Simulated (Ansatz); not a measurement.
`O[SiH2]B(O)F`. The species carries charge 0 and has multiplicity 1.

```xyz
9

O     1.203   -1.202   -1.322
Si    1.030   -0.254    0.021
B    -0.905    0.333    0.253
O    -1.343    0.882    1.402
F    -1.770    0.191   -0.764
H     0.671   -0.976   -2.087
H     1.495   -1.068    1.171
H     1.892    0.962   -0.055
H    -2.274    1.133    1.381
```

(1) List the harmonic frequencies (cm⁻¹, unscaled) at PBE0-D4/def2-TZVP in Ansatz. (Best estimate.)

(2) Is this a minimum?

(3) Give the ideal-gas thermochemistry at 298.15 K and 1 bar (rigid rotor, harmonic oscillator; point group C1, symmetry number 1).

(4) And at 400, 500, 600, 800 and 1000 K?

Results:

(1) Ansatz gave: 42, 97, 179, 279, 335, 384, 581, 592, 661, 732, 811, 886, 915, 955, 985, 1269, 1394, 2187, 2239, 3822, 3926.

(2) Yes, all 21 modes are real.

(3) Zero-point energy 139.2 kJ/mol; H(298) − E = 160.1 kJ/mol; entropy 349.2 J/(mol·K), of which translation 165.5, rotation 112.0, vibration 71.7; G(298) − E = 56.0 kJ/mol. Modes under 100 cm⁻¹ are hindered rotations or soft bends, so the harmonic entropy is rough.

(4) 
```csv
T (K),H − E (kJ/mol),S (J/mol/K),G − E (kJ/mol)
400,171.8,382.8,18.7
500,184.9,411.9,-21.1
600,199.1,437.9,-63.6
800,230.2,482.4,-155.8
1000,263.6,519.7,-256.1
```
